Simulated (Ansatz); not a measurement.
Start from `C1C[SiH2]1` and change one atom or group to get `FC[SiH]1CC1`.

Ansatz, PBE0-D4/def2-TZVP geometries, multiplicity 1. Each molecule was computed in one conformer, which needn't be the lowest.

| property | `C1C[SiH2]1` |
| --- | --- |
| size of the dipole moment (B3LYP/def2-TZVPP) / D | 0.06 |
| LUMO energy (PBE0/def2-TZVPP) / eV | 0.30 |
| LUMO energy (ωB97M-V/def2-TZVPP) / eV | 1.93 |
| HOMO–LUMO gap (PBE/def2-TZVPP) / eV | 5.30 |
| HOMO energy (PBE/def2-TZVPP) / eV | -5.81 |
| HOMO energy (ωB97M-V/def2-TZVPP) / eV | -9.09 |

**Question.** Give the same properties after the change, and the shifts. (Estimate.)

**Answer.** The calculation gave: 
```
                                        property  `FC[SiH]1CC1`  shift
size of the dipole moment (B3LYP/def2-TZVPP) / D           1.60   1.54
              LUMO energy (PBE0/def2-TZVPP) / eV           0.21  -0.09
           LUMO energy (ωB97M-V/def2-TZVPP) / eV           1.92  -0.01
             HOMO–LUMO gap (PBE/def2-TZVPP) / eV           5.22  -0.08
               HOMO energy (PBE/def2-TZVPP) / eV          -5.89  -0.08
           HOMO energy (ωB97M-V/def2-TZVPP) / eV          -9.19  -0.10
```

Dipoles are sizes alone; their direction can turn.

B3LYP here is the variant with VWN-RPA as its local correlation; programs differ in this.
